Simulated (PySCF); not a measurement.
UHF on Ca (calcium, neutral)

Configuration: [Ar] 4s2, closed-shell 1S. Computed with PySCF 2.14 in x2c-SVPall, with the spin-free X2C one-electron Hamiltonian (Gaussian nucleus).

```json
{"Total energy": "-679.520120 hartree", "One-electron energy": "-930.1201 hartree", "Hartree (Coulomb) energy": "286.0392 hartree", "Exchange energy": "-35.4393 hartree", "⟨S²⟩": "0.0000", "⟨L²⟩": "0.000", "Sum of ⟨r⟩": "21.22 bohr", "Sum of ⟨r²⟩": "56.48 bohr²", "Langevin diamagnetic susceptibility": "-44.7 ×10⁻⁶ cm³/mol", "Time after the integrals": "0.04 s of wall time on 1 thread of Neoverse-V1 (shared host)"}
```

```tsv
shell	electrons	mean orbital energy (hartree)	rms radius, mean of both spins (bohr)
1s	2	-150.09907	0.0889
2s	2	-16.96264	0.393
2p	6	-13.63999	0.362
3s	2	-2.26217	1.24
3p	6	-1.34010	1.38
4s	2	-0.19592	4.52
```

Densities and radii are taken from the X2C orbitals without a picture-change correction, which distorts them close to the nucleus.
